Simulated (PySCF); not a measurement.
**Vibration and rotation of BeSi⁺**

UHF-CCSD(T) constants of BeSi⁺, ²Π (doublet), unpaired electrons π ↑ (basis Be def2-SVPD, Si def2-SVPD; no relativity; PySCF 2.14; masses 9.0122 and 27.9769 u):

* ωe: 386.2 cm⁻¹
* ωexe: 3.2 cm⁻¹
* Be: 0.43581 cm⁻¹
* αe: 0.00650 cm⁻¹
* De to Be + Si⁺: 1.48 eV

Question: What force constant and bond length do these constants imply?

Answer: Reduced mass μred = 6.8164 u; k = 5.8918×10⁻⁷·μred·ωe² (u, cm⁻¹, mdyn/Å) = 0.599 mdyn/Å; Re = √(16.8576/(μred·Be)) (u, cm⁻¹, Å) = 2.382 Å.

Question: Estimate the centrifugal constant D from the Kratzer relation and find the Dunham coefficient a1.

Answer: D = 4Be³/ωe² = 2.22e-06 cm⁻¹; a1 = −1 − αeωe/(6Be²) = -3.20.

Correlated steps freeze 5 core orbitals. Correlated levels converge slowly with the basis: in double zeta they bind strong bonds too weakly, by up to about 1 eV, and carry superposition errors of some tenths. For an ion De counts to the pair picked by the measured ionisation energies or electron affinities, which need not be the lowest pair at this level. The state is the lowest determinant that a PBE0 search found; another state may lie lower at other levels.
